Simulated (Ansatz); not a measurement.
Computed with Ansatz on PBE0-D4/def2-TZVP structures; ΔE is electronic, products minus reactants. CCSD(T)/CBS is the MP2 limit (def2-TZVPP, def2-QZVPP) plus CCSD(T) − MP2 in def2-TZVPP, frozen cores. This one scheme is used for every species. Functionals use def2-TZVPP. def2 core potentials past Kr. For Sn outer-core shells are correlated without core-valence functions, which leaves a few kJ/mol of doubt a bond. One conformer a species, not always the lowest.

`[OH][SnH2][O][SiH3]` + H–F → `[OH][SnH2][F]` + `O[SiH3]`  (ligand exchange at the Sn–O bond)

```csv
level,ΔE (kJ/mol)
LDA (SPW92),-23.1
revPBE-D4,-22.8
HF/def2-TZVPP,-24.6
SCS-MP2/def2-QZVPP,-13.0
```

Q: What does CCSD(T)/CBS give? (Best estimate.)

A: The calculation gave: -11.7 kJ/mol. The listed levels differ from it by -11.4, -11.1, -12.9, -1.3 kJ/mol.

Q: What do rigid-rotor, harmonic-oscillator terms from PBE0-D4/def2-TZVP frequencies (298.15 K, 1 bar) make of the CCSD(T)/CBS value? (Estimate.)

A: Computed: ΔZPE = +4.2 kJ/mol, ΔH = -11.1 kJ/mol, ΔS = 6 J/(mol·K), ΔG = -13.0 kJ/mol. Modes under 50 cm⁻¹ make the entropy rough.

Largest T1 diagnostic among the species: 0.014.

From BLYP to BHLYP (50 % exact exchange), in def2-TZVPP and without D4, ΔE moves by +9.0 kJ/mol. Leaving LDA and LC-ωPBE aside and taking each functional with its dispersion term where it has one, the values, not all of them listed here, spread over 11.0 kJ/mol, from B97M-V to PBE-QIDH. LDA lies +7.2 kJ/mol from PBE without D4.
